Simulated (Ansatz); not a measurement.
`[NH2][AlH][SiH2]S` + H₂O → `[NH2][AlH][SiH2]O` + H₂S  (formal hydrolysis of the Si–S bond)

Computed with Ansatz on PBE0-D4/def2-TZVP structures; ΔE is electronic, products minus reactants. CCSD(T)/CBS is the MP2 limit (def2-TZVPP, def2-QZVPP) plus CCSD(T) − MP2 in def2-TZVPP, frozen cores. This one scheme is used for every species. Functionals use def2-TZVPP. B3LYP here is the variant with VWN-RPA as its local correlation; programs differ in this. HSE06 is defined as in plane-wave codes. Each species was taken in one conformer, which may not be the lowest.

`[NH2][AlH][SiH2]S`:

Cartesian coordinates in Å:
```
N 1.421 -1.049 1.513
Al 0.105 -0.956 0.339
Si -0.756 1.229 -0.352
S -0.759 1.258 -2.514
H 1.851 -0.256 1.961
H 1.862 -1.902 1.818
H -0.437 -2.310 -0.286
H -2.108 1.576 0.175
H 0.141 2.365 0.000
H -1.319 0.045 -2.654
```

H₂O:

Z-matrix (Å, degrees):
```
O
H 1 0.960
H 1 0.960 2 105.1
```

`[NH2][AlH][SiH2]O`:

```xyz
10

N     1.186   -1.179   -1.210
Al   -0.266   -0.167   -1.222
Si   -0.775    1.011    0.883
O     0.202    0.510    2.136
H     1.521   -1.727   -1.987
H     1.830   -1.245   -0.437
H    -1.113   -0.127   -2.566
H    -2.218    0.867    1.259
H    -0.523    2.476    0.778
H     0.157   -0.419    2.367
```

H₂S:

```xyz
3

S    -0.078    0.438    0.431
H     0.573   -0.734    0.405
H    -0.495    0.296   -0.836
```

| level | ΔE (kJ/mol) | difference from CCSD(T)/CBS |
| --- | --- | --- |
| LDA (SPW92) | -10.0 | 1.6 |
| revPBE-D4 | -3.3 | 8.3 |
| BLYP-D4 | -17.1 | -5.5 |
| r2SCAN-D4 | -12.9 | -1.3 |
| B97M-V | -16.3 | -4.7 |
| PBE0-D4 | -5.4 | 6.2 |
| r2SCANh-D4 | -12.3 | -0.7 |
| r2SCAN0-D4 | -11.6 | 0.0 |
| HSE06-D4 | -5.1 | 6.5 |
| BHLYP-D4 | -19.3 | -7.7 |
| CAM-B3LYP-D4 | -23.8 | -12.2 |
| ωB97X-V | -17.2 | -5.6 |
| ωB97M-V | -15.9 | -4.3 |
| B2PLYP | -19.9 | -8.3 |
| PBE-QIDH | -9.7 | 1.9 |
| PBE | -7.7 | 3.9 |
| revPBE | -7.2 | 4.4 |
| BLYP | -22.8 | -11.2 |
| r2SCAN | -13.5 | -1.9 |
| B3LYP | -22.2 | -10.6 |
| r2SCAN0 | -12.5 | -0.9 |
| HSE06 | -7.7 | 3.9 |
| BHLYP | -24.9 | -13.3 |
| CAM-B3LYP | -26.7 | -15.1 |
| LC-ωPBE | -14.5 | -2.9 |
| RPA@PBE/def2-TZVPP | -20.3 | -8.7 |
| HF/def2-SVP | -21.1 | -9.5 |
| MP2/def2-SVP | -13.0 | -1.4 |
| CCSD/def2-SVP | -15.8 | -4.2 |
| CCSD(T)/def2-SVP | -14.5 | -2.9 |
| HF/def2-TZVPP | -29.9 | -18.3 |
| MP2/def2-TZVPP | -12.5 | -0.9 |
| SCS-MP2/def2-TZVPP | -18.9 | -7.3 |
| CCSD/def2-TZVPP | -18.7 | -7.1 |
| HF/def2-QZVPP | -30.9 | -19.3 |
| MP2/def2-QZVPP | -10.4 | 1.2 |
| SCS-MP2/def2-QZVPP | -16.7 | -5.1 |
| HF/CBS(def2) | -31.1 | -19.5 |
| MP2/CBS(def2) | -8.2 | 3.4 |
| CCSD/CBS(def2) | -14.4 | -2.8 |
| CCSD(T)/CBS | -11.6 | 0 |

Largest T1 diagnostic among the species: 0.013.

In def2-TZVPP, CCSD(T) changes the Hartree–Fock value by +14.0 kJ/mol (the triples alone add +2.9 kJ/mol) and MP2 by +17.3 kJ/mol. Leaving LDA and LC-ωPBE aside and taking each functional with its dispersion term where it has one, the values spread over 20.5 kJ/mol, from CAM-B3LYP-D4 to revPBE-D4. The D4 term adds +4.9 kJ/mol with B3LYP and +2.6 kJ/mol with PBE0; it sums over pairs of atoms, weighted by their polarisabilities, and B3LYP, whose exchange is more repulsive, gets the larger term.
